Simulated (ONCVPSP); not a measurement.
What one change does to a pseudopotential (Eu (Z = 63), ONCV)

* Element: Eu
* Generator: ONCVPSP 4.0.1
* Type: optimised norm-conserving Vanderbilt (ONCV)
* Functional: PBE
* Relativity: scalar-relativistic
* Frozen core: [Kr] 4d10 4f6
* Valence charge: 11
* Reference configuration: 5s2 5p6 5d1 6s2
* Partial waves: 5s+6s: rc 2.40 bohr, ncon 4, nbas 7, qcut 5.8 1/bohr, 2 projectors; 5p: rc 2.35 bohr, ncon 4, nbas 8, qcut 6 1/bohr, 2 projectors, debl 1.1 Ha; 5d: rc 3.40 bohr, ncon 3, nbas 8, qcut 5.5 1/bohr, 2 projectors, debl 0.4 Ha
* Local potential: polynomial inside 2.00 bohr (lpopt 3, dvloc0 2 Ha)
* Core correction: polynomial model core, fcfact 0.3

All-electron outer shells of the reference configuration (PBE, scalar-relativistic, ld1.x):

```json
{"shell": "5s", "level (eV)": "-48.22", "outermost node (bohr)": "0.67", "outermost maximum (bohr)": "1.21"}
{"shell": "5p", "level (eV)": "-26.63", "outermost node (bohr)": "0.72", "outermost maximum (bohr)": "1.38"}
{"shell": "4f", "level (eV)": "-8.36", "outermost node (bohr)": "–", "outermost maximum (bohr)": "0.59"}
{"shell": "6s", "level (eV)": "-4.06", "outermost node (bohr)": "1.63", "outermost maximum (bohr)": "3.43"}
{"shell": "5d", "level (eV)": "-2.64", "outermost node (bohr)": "0.81", "outermost maximum (bohr)": "1.98"}
```

Change: s: qcut 4.9.

Cutoffs: the cutoffs (Ha) at which the residual kinetic energy of the hardest occupied pseudo-wave falls to 1 and 0.1 mHa per electron; they do not see the model core or the augmentation charge, which bear on the density cutoff. Errors are all-electron minus pseudo energies relative to the spin-unpolarised reference configuration.

How do hardness, ghosts and transferability respond?

The potential gets softer (9.8 Ha and 12 Ha → 8.0 Ha and 12 Ha); the errors of the 3 common tests hardly move; neither file shows a bound ghost. The waves are optimised to have the least kinetic energy above qcut, so the cutoff follows it (qcut²/2 in Ha).

```csv
quantity,base,changed
"cutoff, loose",9.8 Ha,8.0 Ha
"cutoff, tight",12 Ha,12 Ha
loose cutoff by channel,"s 9.8 Ha, p 6.9 Ha, d 7.3 Ha","s 8.0 Ha, p 6.9 Ha, d 7.3 Ha"
bound ghosts,none,none
GHOST(+) flags under 300 eV,none,none
"tests counted as reliable (solved cleanly; for ONCVPSP, near-neutral configurations with less than one 5d electron left out)",3 of 4,3 of 4
"error for 5s2 5p6 5d1 6s1, meV [ΔE 6.55 eV]",-4.5,-4.7
"error for 5s2 5p6 5d1 6s0, meV [ΔE 18.48 eV]",-25,-27
"error for 5s2 5p6 5d1 6s1.5, meV [ΔE 2.64 eV]",-1.2,-1.2
s: phases at 2.44 bohr within 0.05 rad from the reference energy up to (Ha; the scan ends near 5),4.0,3.6
p: phases at 2.39 bohr within 0.05 rad from the reference energy up to (Ha; the scan ends near 5),to the end of the scan,to the end of the scan
d: phases at 3.45 bohr within 0.05 rad from the reference energy up to (Ha; the scan ends near 5),3.1,3.1
"rms error of d²Exc/dni dnj with the model core, mHa",0.91,1.03
```
